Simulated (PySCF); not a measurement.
Geometry:
```tsv
atom	x (Å)	y (Å)	z (Å)
C1	2.854	-0.165	0.234
C2	1.495	0.477	0.194
O3	1.297	1.530	-0.401
N4	0.495	-0.154	0.844
C5	-0.823	0.432	0.905
C6	-1.952	-0.556	0.801
C7	-3.065	-0.163	0.161
C8	-3.092	1.218	-0.428
Si9	-1.220	1.622	-0.560
H10	2.865	-1.141	0.738
H11	3.550	0.515	0.747
H12	3.216	-0.280	-0.797
H13	0.694	-0.999	1.365
H14	-0.923	1.013	1.847
H15	-1.875	-1.542	1.275
H16	-3.932	-0.828	0.084
H17	-3.643	1.258	-1.382
H18	-3.602	1.925	0.254
H19	-0.787	1.106	-1.889
H20	-0.965	3.074	-0.351
```

Geometry: PBE0-D3(BJ)/def2-SVP; GIAO shifts from PySCF, gas phase, non-relativistic, averaged over equivalent atoms.

At wB97X-D/pcSseg-1 (215 basis functions, 43 s wall time on 1 thread of an Intel Xeon 6975P-C, shared host):
```json
{"atoms": "C2", "δ (ppm)": "174.3"}
{"atoms": "C7", "δ (ppm)": "144.5"}
{"atoms": "C6", "δ (ppm)": "139.2"}
{"atoms": "C5", "δ (ppm)": "40.3"}
{"atoms": "C1", "δ (ppm)": "23.7"}
{"atoms": "C8", "δ (ppm)": "17.5"}
{"atoms": "O3", "δ (ppm)": "389.6"}
{"atoms": "N4", "δ (ppm)": "141.2"}
{"atoms": "Si9", "δ (ppm)": "-26.4"}
{"atoms": "H16", "δ (ppm)": "6.20"}
{"atoms": "H15", "δ (ppm)": "5.87"}
{"atoms": "H20", "δ (ppm)": "5.04"}
{"atoms": "H13", "δ (ppm)": "4.84"}
{"atoms": "H19", "δ (ppm)": "4.31"}
{"atoms": "H14", "δ (ppm)": "3.22"}
{"atoms": "H10/H11/H12", "δ (ppm)": "1.80"}
{"atoms": "H18", "δ (ppm)": "1.19"}
{"atoms": "H17", "δ (ppm)": "1.10"}
```

Shifts are taken against calculated references (same method and geometry level): TMS for 13C (184.54 ppm) and 29Si (352.93 ppm) and 1H (31.38 ppm); 17O (333.19 ppm) vs H2O; NH3 for 15N (263.98 ppm).

**Question.** What do these become at PBE0/pcSseg-1?

**Answer.** 
```
      atoms  δ at PBE0/pcSseg-1  change
         C2               172.1    -2.2
         C7               143.7    -0.8
         C6               138.7    -0.5
         C5                41.5    +1.2
         C1                22.8    -0.9
         C8                18.7    +1.2
         O3               393.2    +3.6
         N4               144.8    +3.6
        Si9               -27.3    -0.9
        H16                6.23   +0.03
        H15                5.90   +0.03
        H20                5.09   +0.05
        H13                4.92   +0.08
        H19                4.34   +0.03
        H14                3.34   +0.12
H10/H11/H12                1.79   -0.01
        H18                1.30   +0.11
        H17                1.18   +0.08
```

References, each an isolated molecule treated in the same way: 13C (σref 184.41) and 29Si (σref 351.99) and 1H (σref 31.27) vs TMS; 17O (σref 334.56) vs H2O; 15N (σref 265.67) against NH3.

The largest change is at N4 (amide-type nitrogen). Cost: 215 basis functions, 43 s wall time on 1 thread of an Intel Xeon 6975P-C, shared host. The order of the carbon signals is the same at both levels.

Hydrogen bonding in solution deshields acid and N–H amide carbonyl carbons by as much as 10 ppm beyond these values. Unscaled 17O shifts of doubly bonded oxygen tend to come out too high, by tens of ppm or more. Experimental scales use liquid or dissolved standards, which lie at an offset from isolated NH3 (liquid NH3: subtract about 20 ppm) and H2O (liquid H2O: subtract about 36 ppm).
